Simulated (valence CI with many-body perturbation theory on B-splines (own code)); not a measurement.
The numbers below are computed, except where a source is named.
## Ladder of approximations for Hf LXVIII

Method: relativistic CI+MBPT: three valence electrons over a frozen Dirac-Fock core [He], radial functions for each j: 11 s, 11 p, 9 d, 7 f, 5 g, 2 h, 1 i, with the one-electron correlation potential Σ1 (screened to all orders), the two-electron term Σ2, the three-electron term Σ3, Breit, model QED; selected single and double excitations, second order for the rest (own B-spline code, finite nucleus).

No measured spectrum was set against this ion. As an estimate, large intervals hold to a few tenths of a per cent, small ones and those within an open d or f shell to about a per cent.

Each rung adds one term. CI alone is the Dirac-Coulomb CI over the frozen core; QED comes last and gives the full result, which names the levels. Energies are above (2s^2 2p1/2) J=1/2 on the same rung, in eV.

Levels are named by their leading jj configuration (3d3/2^4 stands for four electrons in 3d with j = 3/2), which in mixed levels can hold well under half, so a name can repeat and another be missing. Letters in brackets count levels of one name in rising energy.

```
                     Level  CI alone    Σ1    Σ2    Σ3  Breit    QED   Full
        (2s 2p1/2^2) J=1/2       258  -0.3  -0.2   0.0  +18.2  -16.7    259
        (2s^2 2p3/2) J=3/2      1308  +0.2   0.0   0.0  -18.1   +1.4   1291
(2s 2p1/2 2p3/2) J=3/2 [a]      1489  -0.1  -0.1   0.0   -1.3  -15.0   1473
    (2s 2p1/2 2p3/2) J=5/2      1539  -0.1  -0.1   0.0  -11.2  -15.0   1513
    (2s 2p1/2 2p3/2) J=1/2      1599  -0.1  -0.3  -0.1   -0.7  -15.1   1583
(2s 2p1/2 2p3/2) J=3/2 [b]      1607  -0.1  -0.3  -0.1   -6.2  -15.0   1585
     (2p1/2^2 2p3/2) J=3/2      1873  -0.5  -0.5  -0.1  +13.5  -31.4   1854
        (2s 2p3/2^2) J=5/2      2820  +0.1  -0.1   0.0  -24.9  -13.3   2782
        (2s 2p3/2^2) J=1/2      2916  +0.1  -0.1  -0.1  -14.9  -13.3   2888
        (2s 2p3/2^2) J=3/2      2923  +0.1  -0.3  -0.1  -21.6  -13.4   2888
     (2p1/2 2p3/2^2) J=3/2      3133  -0.3  -0.4  -0.1   -4.5  -30.1   3097
     (2p1/2 2p3/2^2) J=5/2      3165  -0.3  -0.4  -0.1  -14.0  -30.1   3120
     (2p1/2 2p3/2^2) J=1/2      3208  -0.3  -0.3  -0.1   -1.4  -30.1   3176
           (2p3/2^3) J=3/2      4482  -0.1  -0.3  -0.1  -22.6  -28.4   4430
           (2s^2 3s) J=1/2      9992  +0.5  -0.1  -0.1  -25.8   +4.1   9970
        (2s^2 3p1/2) J=1/2     10078  +0.4  -0.1  -0.1  -21.0   -1.0  10056
   (2s 2p1/2 3s) J=1/2 [a]     10166  +0.1  -0.1  -0.1  -10.4  -12.1  10143
       (2s 2p1/2 3s) J=3/2     10198  +0.1  -0.1  -0.1  -15.0  -12.2  10171
   (2s 2p1/2 3s) J=1/2 [b]     10225  +0.1  -0.1  -0.1  -12.7  -12.3  10201
```

The middle columns are the shifts that each term adds.

(1) How does the ionisation energy move along the ladder, and which term matters most?

Answers

(1) CI alone 17701, + Σ1 17702, + Σ2 17702, + Σ3 17702, + Breit 17672, + QED 17671 eV. The largest step is Breit, -30 eV. NIST lists 17680 ± 40 eV (theoretical).
